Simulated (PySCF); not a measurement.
A small calculation by hand: oscillator strength and radiative lifetime

2-(4-methylthiophen-2-yl)pyridine (C10H9NS), SMILES Cc1csc(-c2ccccn2)c1.

Geometry optimised at PBE0-D3(BJ)/def2-SVP. One conformer was computed; it need not be the lowest.

TDA-M06-2X/def2-SVP (PySCF 2.14.0) puts the first singlet state with f over 0.02 at 4.74 eV (vertical), with the transition dipole (-0.438, -2.201, 0.000) in atomic units.

Problem. Find the oscillator strength, the wavelength and the radiative lifetime that this transition would have in vacuum if emission retraced absorption.

Solution. 
|μ|² = 5.0362 au, so |μ| = 5.70 D. ΔE = 4.74/27.211 = 0.1742 hartree. f = (2/3) ΔE |μ|² = 0.585 (the program prints 0.585).
λ = 1239.84/4.74 = 262 nm; ν = 38231 cm⁻¹.
Einstein's coefficient A = 0.6670 ν² f s⁻¹ (ν in cm⁻¹) = 5.7e8 s⁻¹, so τ = 1/A = 1.8 ns. This state is S1. The figure is the radiative limit of this one transition; relaxation, internal conversion, crossing to triplets and a medium change what is measured.
